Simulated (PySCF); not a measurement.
TeCl2, SMILES Cl[Te]Cl.

Coordinates come from a B3LYP-D3(BJ)/def2-TZVP optimisation. The isomer is the one that the SMILES or the coordinates give; other isomers of the formula were not compared. The def2 effective core potentials stand for the cores of Te; spin–orbit coupling is left out.

Two levels are set side by side: PBE/def2-TZVPD (PySCF) and ωB97X/def2-TZVPD (PySCF). Same geometry, gas phase. Differences are taken from unrounded values.

| quantity | ωB97X | PBE | PBE minus ωB97X |
|---|---|---|---|
| orbital gap (eV) | 8.12 | 1.91 | -6.21 |
| highest occupied level (eV) | -8.96 | -5.60 | 3.35 |
| lowest empty level (eV) | -0.84 | -3.69 | -2.86 |
| dipole moment (D) | 2.14 | 1.84 | -0.30 |
| mean polarisability (bohr³) | 69.4 | 72.3 | 2.9 |

Without exact exchange PBE keeps part of each electron's self-repulsion, which lifts occupied levels and narrows the gap. PBE's more diffuse valence density responds more strongly to a field. Differences between two approximate levels are no errors against the true value.

Rough cost on one machine, each run with all the roots and properties that it gave: ωB97X against PBE within a factor of 2.
